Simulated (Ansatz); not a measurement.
Coupled-cluster diagnostics for the cluster B2As (the lowest doublet isomer of a short search), Ansatz.

Geometry of the doublet (PBE-D4/def2-TZVP):

```xyz
3

B    -0.760    0.757    0.050
B    -0.462   -0.747   -0.086
As    1.223   -0.010    0.036
```

Correlated methods freeze 11 core orbitals; core or outer-core shells of As are correlated, in sets that lack core-valence functions. In CCSD on the charge 0 doublet the largest single amplitude is 0.17, so its Hartree–Fock determinant may place the open shell otherwise than the density functionals do. At PBE0-D4/def2-TZVPD a triplet of charge -1 lies 0.31 eV below the restricted singlet at the same geometry. The structure comes from a short search, and lower isomers may exist.

Geometry of the charge 0 quartet (PBE-D4/def2-TZVP):

```csv
atom,x (Å),y (Å),z (Å)
B1,0.758,-0.468,0.549
B2,-0.221,0.966,0.336
As3,-0.537,-0.498,-0.885
```

Q: Estimate the CCSD(T) correlation energy, the shares of MP2 and (T), T1 and the reference's ⟨S²⟩ for: charge 0, doublet, own geometry in def2-TZVPP; charge 0, doublet, own geometry in def2-TZVPD; charge 0, quartet, own geometry in def2-TZVPP; charge 1, singlet, vertical in def2-TZVPP; charge -1, singlet, vertical in def2-TZVPD; and the rough time on 4 threads of Arm Neoverse V1 on a shared host.

A: 
```tsv
state	basis	correlation (eV)	MP2 share (%)	(T) share (%)	T1	⟨S²⟩ (pure)	wall time	remarks
charge 0, doublet, own geometry	def2-TZVPP	-12.216	88.7	6.3	0.056	1.25 (0.75)	6 s	large T1 (0.056), spin-contaminated (⟨S²⟩ 1.25)
charge 0, doublet, own geometry	def2-TZVPD	-12.264	88.8	6.3	0.056	1.25 (0.75)	10 s	large T1 (0.056), spin-contaminated (⟨S²⟩ 1.25)
charge 0, quartet, own geometry	def2-TZVPP	-11.400	90.5	5.9	0.035	3.94 (3.75)	5.5 s	spin-contaminated (⟨S²⟩ 3.94)
charge 1, singlet, vertical	def2-TZVPP	-12.465	91.6	7.4	0.044	0.00 (0.00)	2.2 s	large T1 (0.044), restricted SCF unstable
charge -1, singlet, vertical	def2-TZVPD	-13.519	92.4	6.3	0.021	0.00 (0.00)	4.7 s	large T1 (0.021), restricted SCF unstable
```
Customary marks for T1 are 0.02 (closed shells), 0.045 (open shells) and about 0.05 (3d metals). T1 exceeds 0.02 in 5 of 5 rows and 0.045 in 2; the higher it lies, the less the single-reference result can be trusted.
